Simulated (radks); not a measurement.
Results of a calculation; reference values are marked as such.
Task: Coherent X-ray form factor from a spherical all-electron density. Code: a radial shooting solver on a logarithmic mesh with Libxc functionals. Model: scalar-relativistic Kohn-Sham, LDA (Slater exchange, VWN5 correlation), spin-polarised, spherical densities, finite nucleus; Fermi nuclear charge, rms radius of each element as measured or else 0.836 A^(1/3) + 0.57 fm.

sin(theta)/lambda (1/angstrom),f0 (electrons)
0.05,15.776
0.1,15.141
0.15,14.202
0.2,13.096
0.25,11.955
0.3,10.882
0.4,9.143
0.5,7.960
0.6,7.146
0.8,5.925
1,4.819
1.25,3.607
1.5,2.711
2,1.748

The species is in the configuration that NIST lists as its ground one. Which atom or ion scatters so?

Result: The potassium ion K3+, [Ne] 3s2 3p4. Extrapolating in s^2 from the first two rows gives f0(0) = 16.0, near the electron count 16; among species with that count, the fall with angle is slower the higher Z, and the table is that of Z = 19; from so few rows the species is fixed only to a neighbour or two.
